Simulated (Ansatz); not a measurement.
Consider the redistribution: `B[Si](O)(F)[SiH3]` + `F[CH2][InH][F]` → `O[Si](F)(F)[SiH3]` + `[BH2][InH][CH2]F`.

Isolated molecules relaxed with PBE0-D4/def2-TZVP in Ansatz; ΔE leaves out vibrations. CCSD(T)/CBS is the MP2 limit (def2-TZVPP, def2-QZVPP) plus CCSD(T) − MP2 in def2-TZVPP, frozen cores. This one scheme is used for every species. def2 core potentials past Kr. For In outer-core shells are correlated without core-valence functions, which leaves a few kJ/mol of doubt a bond. Each species was taken in one conformer, which may not be the lowest.

```
            species  MP2/def2-TZVPP energy (Eh)
`B[Si](O)(F)[SiH3]`                  -781.36535
   `F[CH2][InH][F]`                  -428.76229
`O[Si](F)(F)[SiH3]`                  -855.26087
 `[BH2][InH][CH2]F`                  -354.90992
```

(1) Work out ΔE.

Largest T1 diagnostic among the species: 0.015.

## Answers

(1) ΔE = (-855.26087) + (-354.90992) − (-781.36535) − (-428.76229) = -0.04315 Eh = -113.3 kJ/mol. CCSD(T)/CBS gives -102.9 kJ/mol.

From PBE to PBE0 (25 % exact exchange), in def2-TZVPP and without D4, ΔE moves by −11.3 kJ/mol.
